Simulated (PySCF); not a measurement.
# What a mistake does to a calculation on BC2H6Si

Calculated results; nothing here was measured. They come from PySCF 2.14.0, an open-source quantum chemistry program, on an isolated molecule that a program drew, which may never have been made. The molecule is BC2H6Si (charge 0, doublet), drawn as the SMILES string `C=B[SiH]C`.

Each row is a Hartree-Fock (HF) and frozen-core CCSD(T) single point in the cc-pV(D+d)Z basis, meant for a local HF minimum. Run 1 is clean. Each other run has one planted mistake out of seven kinds, and not every kind appears here: one electron removed, one electron added, multiplicity raised by two, geometry at a saddle point, minimal basis STO-3G, one bond length entered in bohr, all coordinates scaled. The reference is restricted for singlets and unrestricted otherwise, and also for a bond in bohr. Adding or removing an electron swaps singlet and doublet. Electrons count all cores. HOMO and LUMO are orbital energies over both spins, the gradient is its largest component, and the lowest frequency (negative if imaginary) is given only where the gradient is small. Bond lengths are over the 9 bonds as drawn. T1 is the CCSD diagnostic: over 0.02 (restricted) or 0.045 (unrestricted) a single reference is doubtful.

Geometry of the clean run:
```xyz
10
BC2H6Si, angstrom
C    -3.3539   -0.9026   -1.7600
B    -2.5381    0.0171   -1.1057
Si   -1.5086    1.2890   -0.0297
C     0.1938    0.7891    0.6028
H    -4.2336   -1.3313   -1.2895
H    -3.1551   -1.2368   -2.7737
H    -1.5364    2.6945   -0.4910
H     0.1749   -0.2287    0.9968
H     0.9350    0.8330   -0.2004
H     0.5191    1.4641    1.3980
```

```
run,electrons,basis functions,<S^2>,HOMO (eV),LUMO (eV),gradient (hartree/bohr),lowest frequency (cm^-1),mean bond (Å),longest bond (Å),T1,HF (hartree),CCSD(T) (hartree),mistake
1,37,95,0.793,-8.46,0.83,1.9e-05,115,1.3515,1.958,0.0205,-392.76782,-393.27694,no fault
2,37,30,0.940,-6.07,5.41,2.8e-02,-,1.3515,1.958,0.0401,-388.15618,-388.40060,minimal basis STO-3G
3,37,95,3.768,-5.59,0.52,5.8e-02,-,1.3515,1.958,0.0133,-392.68522,-393.15599,multiplicity raised by two
4,38,95,0.000,-1.01,8.08,4.0e-02,-,1.3515,1.958,0.0177,-392.76820,-393.31606,one electron added
5,37,95,1.504,-8.55,0.74,1.7e-02,-,1.4595,2.065,0.0570,-392.64255,-393.14777,one bond length entered in bohr
6,37,95,0.887,-8.26,0.81,2.2e-02,-,1.3948,2.021,0.0323,-392.75922,-393.27352,?
```

**Which mistake was planted in run 6, and what did it cost?**

The mean and the longest bond both change by the same factor, 1.032, and the gradient is no longer small. So the mistake is: all coordinates scaled. Subtracting run 1 and multiplying by 627.51 kcal/mol a hartree, the energy moved by 5.4 kcal/mol in HF and 2.1 kcal/mol in CCSD(T).

Cautions from the logs. Run 5: T1 is over the limit, so its CCSD(T) energy is less reliable.
